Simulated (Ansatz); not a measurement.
A nudged elastic band was laid between two geometries of BH5N2O + ClH (11 atoms, charge 0, multiplicity 1).

These are results of Ansatz, RHF/def2-mTZVP, not measurements.

* movable images: 7
* climbing image: yes
* spring: 5.0 eV/Å²
* optimiser: quadratic models (default)
* start path: through a guess of the saddle point
* force threshold: 0.05 eV/Å
* iteration limit: 60
* end points: relaxed

First end point:

```xyz
11
Properties=species:S:1:pos:R:3
B -0.293 -0.008 -0.288
O -0.574 0.514 0.964
H -1.427 0.302 1.304
N 1.003 0.222 -0.795
H 1.696 0.714 -0.280
H 1.311 -0.082 -1.689
N -1.272 -0.741 -1.006
H -2.212 -0.852 -0.704
H -1.111 -1.120 -1.910
Cl 1.493 2.314 2.785
H 0.626 1.623 2.125
```

Last end point:

```xyz
11
Properties=species:S:1:pos:R:3
B 0.328 0.767 -0.944
O -1.110 -0.451 2.494
H -1.031 0.072 1.707
N 1.514 0.033 -0.893
H 1.558 -0.911 -0.584
H 2.400 0.437 -1.087
N -0.942 0.250 -0.612
H -1.101 -0.731 -0.540
H -1.769 0.758 -0.832
Cl 0.423 2.509 -1.423
H -1.031 0.152 3.217
```

Task: Which bonds break or form, and what moves?

Result: Bonds broken: B1–O2, Cl10–H11. Bonds formed: B1–Cl10, O2–H11. BH5N2O + ClH becomes BClH4N2 + H2O.

Task: Give the energies along the band, and the barrier.

Result: It converged. The highest image is number 5 of 0 to 8, 1.31 eV above the first end and 1.10 eV above the last; the last end lies 0.21 eV above the first. The profile has 2 maxima (images 1, 5) with wells between them (image 3): this band takes more than one step, which may be the mechanism or a detour left from its start path. Neighbouring images differ by up to 1.2 eV, so the band resolves the path poorly. A vibrational analysis at the climbing image gives one clearly imaginary mode, 268i cm⁻¹: a first-order saddle point. The orbitals stay closed-shell, which can raise the energy where a bond breaks towards radicals; this wasn't checked here.

| image | path coordinate (Å) | energy (eV) | B1–O2 (Å) | Cl10–H11 (Å) | B1–Cl10 (Å) |
| --- | --- | --- | --- | --- | --- |
| 0 | 0.00 | 0.00 | 1.39 | 1.29 | 4.25 |
| 1 | 1.64 | 0.24 | 1.38 | 1.29 | 4.20 |
| 2 | 3.27 | 0.22 | 1.38 | 1.29 | 4.21 |
| 3 | 4.91 | 0.02 | 1.39 | 1.29 | 4.23 |
| 4 | 6.55 | 0.10 | 1.39 | 1.29 | 3.58 |
| 5 | 8.18 | 1.31 | 1.57 | 2.13 | 2.41 |
| 6 | 10.86 | 0.28 | 3.45 | 2.75 | 1.82 |
| 7 | 13.54 | 0.26 | 3.93 | 2.95 | 1.82 |
| 8 | 16.23 | 0.21 | 3.92 | 5.40 | 1.81 |

Task: What is the geometry of the highest image?

Result: 
```xyz
11
Properties=species:S:1:pos:R:3
B 0.004 0.167 -0.048
O 0.004 0.176 1.518
H -0.758 -0.300 1.835
N 1.278 -0.155 -0.550
H 1.434 -0.056 -1.529
H 2.086 0.119 -0.035
N -1.240 -0.294 -0.575
H -1.995 0.358 -0.587
H -1.202 -0.792 -1.439
Cl -0.276 2.546 0.174
H -0.094 1.114 1.740
```

The run took 8.2 min on 2 threads of Arm Neoverse V1, on a shared host, peak memory 0.27 GiB.
